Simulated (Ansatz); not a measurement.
Consider the hydrogenolysis of the Si–B bond: `N[SiH]([SiH3])BF` + H₂ → `N[SiH2][SiH3]` + `BF`.

Calculated with Ansatz (gas phase, PBE0-D4/def2-TZVP geometries, no zero-point term in ΔE). CCSD(T)/CBS adds triple-zeta CCSD(T) − MP2 to the extrapolated MP2 energy (def2 sets, frozen cores). This one scheme is used for every species. Functionals use def2-TZVPP. B3LYP here is the variant with VWN-RPA as its local correlation; programs differ in this. One conformer a species, not always the lowest.

`N[SiH]([SiH3])BF`:

```xyz
12

N     0.608    1.351    1.276
Si    0.664    0.018    0.181
Si   -0.697    0.261   -1.730
B     0.056   -1.669    1.118
F    -0.557   -1.590    2.291
H     0.730    2.299    0.961
H    -0.016    1.306    2.065
H     2.051   -0.177   -0.338
H    -0.380    1.538   -2.430
H    -2.139    0.295   -1.357
H    -0.489   -0.860   -2.689
H     0.169   -2.773    0.652
```

H₂:

```xyz
2

H     0.127   -0.256   -0.239
H    -0.127    0.256    0.239
```

`N[SiH2][SiH3]`:

Cartesian coordinates in Å:
```
N -1.309 -0.803 -0.918
Si -0.675 -0.148 0.545
Si 1.519 0.568 0.155
H -1.242 -0.272 -1.771
H -2.167 -1.332 -0.896
H -0.702 -1.230 1.566
H -1.442 1.000 1.125
H 1.551 1.515 -0.996
H 2.416 -0.575 -0.161
H 2.051 1.278 1.351
```

`BF`:

Z-matrix (Å, degrees):
```
B
F 1 1.317
H 1 1.197 2 117.8
H 1 1.198 2 117.8 3 -180.0
```

```csv
level,ΔE (kJ/mol)
r2SCAN-D4,-34.9
ωB97M-V,-45.9
r2SCAN,-36.4
B3LYP,-50.7
MP2/def2-TZVPP,-48.2
HF/def2-QZVPP,-76.6
MP2/def2-QZVPP,-46.8
CCSD/CBS(def2),-49.4
```

Q: What does CCSD(T)/CBS give? (Best estimate.)

A: Ansatz gave: -44.0 kJ/mol. The listed levels differ from it by 9.1, -1.9, 7.6, -6.7, -4.2, -32.6, -2.8, -5.4 kJ/mol.

Largest T1 diagnostic among the species: 0.014.

In def2-TZVPP, CCSD(T) changes the Hartree–Fock value by +29.5 kJ/mol (the triples alone add +5.4 kJ/mol) and MP2 by +28.0 kJ/mol. The D4 term adds +8.3 kJ/mol with B3LYP and +4.7 kJ/mol with PBE0; it sums over pairs of atoms, weighted by their polarisabilities, and B3LYP, whose exchange is more repulsive, gets the larger term.
